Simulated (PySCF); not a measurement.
Job for PySCF: R-B3LYP/6-311+G** on CH6SSi (SMILES C[SiH2]S), a point of a torsion scan.

```python
from pyscf import gto, scf, dft, mp
from pyscf.data.elements import chemcore

mol = gto.M(
    atom='''
    C    -1.05417952    0.54346995    0.13070710
    Si    0.24518929   -0.82112694   -0.06263638
    S     2.18694626   -0.07608816    0.52585978
    H    -2.02838561    0.20212947   -0.20624936
    H    -0.78804573    1.42073927   -0.45419862
    H    -1.15412894    0.86013744    1.16640739
    H    -0.02680959   -1.96442903    0.80290429
    H     0.43221545   -1.20965009   -1.45321631
    H     2.10388866   -0.40902191    1.80393345
    ''',
    basis='6-311+g**',
    charge=0, spin=0, verbose=3, max_memory=1800)
mf = dft.RKS(mol, xc='b3lyp')
mf.conv_tol = 1e-8
mf.max_cycle = 100
mf.kernel()
if not mf.converged:
    mf = mf.newton().run(mf.mo_coeff, mf.mo_occ)
```

Program output:

```
converged SCF energy = -729.503105319602
```

The run converged.

Cost: roughly 10 core-seconds.
